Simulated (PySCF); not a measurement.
PySCF 2.14 output of an unrestricted M06-L calculation on a single atom or ion in cc-pVTZ-DK (5s4p2d1f, 34 functions), with the spin-free X2C one-electron Hamiltonian (Gaussian nucleus):

```
SCF conv_tol = 1e-09
number electrons alpha = 9  beta = 7
    Y. Zhao and D. G. Truhlar.,  J. Chem. Phys. 125, 194101 (2006)
    Y. Zhao and D. G. Truhlar.,  J. Chem. Phys. 125, 194101 (2006)
    Y. Zhao and D. G. Truhlar.,  Theor. Chem. Acc. 120, 215 (2008)
cycle= 1 E= -399.190683845099  delta_E= -0.00428  |g|= 0.0146  |ddm|= 0.19
cycle= 2 E= -399.190803435186  delta_E= -0.00012  |g|= 0.00617  |ddm|= 0.0496
cycle= 3 E= -399.190822398233  delta_E= -1.9e-05  |g|= 0.00188  |ddm|= 0.015
cycle= 4 E= -399.190823688316  delta_E= -1.29e-06  |g|= 0.000182  |ddm|= 0.00285
cycle= 5 E= -399.190823711445  delta_E= -2.31e-08  |g|= 1.14e-05  |ddm|= 0.000553
cycle= 6 E= -399.190823711507  delta_E= -6.2e-11  |g|= 1.3e-06  |ddm|= 4.46e-05
converged SCF energy = -399.190823711507  <S^2> = 2.0066703  2S+1 = 3.0044436
```

The run itself started from symmetry-adapted Hartree-Fock orbitals and held the occupation by maximum overlap, on a logarithmic radial grid, so the iterations belong to that start.

Which element, charge and spin multiplicity is this?

S (sulfur, neutral), multiplicity 3; the state was [Ne] 3s2 3p4, high-spin 3P determinant.
